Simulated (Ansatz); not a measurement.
Mg2O, SMILES [Mg][O][Mg] (connectivity only; charge and spin as stated), neutral, multiplicity 1.

Geometry optimised at PBE0-D3(BJ)/def2-TZVP.

Two levels are set side by side: PBE/def2-TZVPD (Ansatz, a program for electronic structure) and ωB97X-V/def2-TZVPD (Ansatz). Energy differences of separate SCF runs at the same geometry; the states with an electron removed or added have multiplicity 2 and 2. Differences are taken from unrounded values.

```csv
quantity,ωB97X-V
vertical ionisation energy (eV),5.55
vertical electron affinity (eV),2.00
vertical singlet–triplet gap (eV),-1.00
```

**Question.** What does PBE give, and how far is it from ωB97X-V? (An estimate is asked for; the answer gives what the named calculation found.)

**Answer.** 
| quantity | PBE | PBE minus ωB97X-V |
|---|---|---|
| vertical ionisation energy (eV) | 6.04 | 0.49 |
| vertical electron affinity (eV) | 1.50 | -0.50 |
| vertical singlet–triplet gap (eV) | -0.09 | 0.91 |
